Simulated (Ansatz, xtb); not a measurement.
## C4H7BO2: 12 structures ranked

12 gas-phase structures of C4H7BO2, from a drawn sample of its isomers (lower ones may exist). Each was relaxed with GFN2-xTB; where two conformers were screened, the lower at r2SCAN-D4/def2-SVP//GFN2-xTB is listed:

A. `C=C[C@@H]1COBO1`, a singlet
B. `C=C1C[C@@H]1B(O)O`, a singlet
C. `C=C=C(C)B(O)O`, a singlet
D. `CC#CB(O)OC`, a singlet
E. `C=CB1OCCO1`, a singlet
F. `CCC#CB(O)O`, a singlet
G. `OB(O)C1=CCC1`, a singlet
H. `OB(O)[C@@H]1C=CC1`, a singlet
I. `C=CC(=C)B(O)O`, a singlet
J. `CC=C=CB(O)O`, a singlet
K. `CC1=CC=[O+][BH2-]O1`, a singlet
L. `C=C/C=C\B(O)O`, a singlet

Question: Which do you expect lowest at r2SCAN-D4/def2-SVP//GFN2-xTB, and how would the others follow?

Answer: Calculated order at r2SCAN-D4/def2-SVP//GFN2-xTB: I (0.000), L (0.028), E (0.168), F (0.225), J (0.282), C (0.317), G (0.401), H (0.426), B (0.545), A (0.548), D (0.880), K (1.047) eV. Less than 1 kcal/mol parts I and L; J and C; G and H; B and A, so the order within those pairs means little.

Energies above the lowest of each column, in eV; the last columns are at r2SCAN-D4/def2-SVP geometries and were run for some of them only (a dash: not run or not comparable):

```tsv
structure	GFN2-xTB	HF/STO-3G	r2SCAN-D4/def2-SVP//GFN2-xTB	r2SCAN-D4/def2-SVP	CCSD(T)/def2-SVP + ΔMP2/def2-TZVPP
I	1.047	2.189	0.000	0.000	0.000
L	1.009	2.233	0.028	0.039	0.054
E	0.403	0.000	0.168	0.191	0.332
F	0.850	1.468	0.225	0.239	0.192
J	1.137	2.285	0.282	0.298	0.400
C	1.149	2.354	0.317	0.330	–
G	0.791	1.593	0.401	–	–
H	0.844	1.709	0.426	–	–
B	1.024	2.315	0.545	–	–
A	0.000	0.399	0.548	–	–
D	1.162	1.702	0.880	–	–
K	0.469	1.717	1.047	–	–
```

CCSD(T)/def2-SVP + ΔMP2/def2-TZVPP puts I lowest of those it was run on; GFN2-xTB picks A, HF/STO-3G picks E. CCSD(T)/def2-SVP + ΔMP2/def2-TZVPP orders those it was run on as I (0.000), L (0.054), F (0.192), E (0.332), J (0.400) eV. Flexible structures stand in one conformer each, not always the lowest. Frequencies (GFN2-xTB) were run for E, F, I, J, L alone. ΔMP2 is the change of the MP2 energy from the smaller to the larger basis.

Over these structures GFN2-xTB departs from r2SCAN-D4/def2-SVP//GFN2-xTB by 0.385 eV on average once a common shift is removed. A GFN2-xTB relaxation took about 0.16 s and the r2SCAN-D4/def2-SVP//GFN2-xTB energy about 1.6 s on a shared host (Ansatz 0.2.0, xtb 6.7.1).
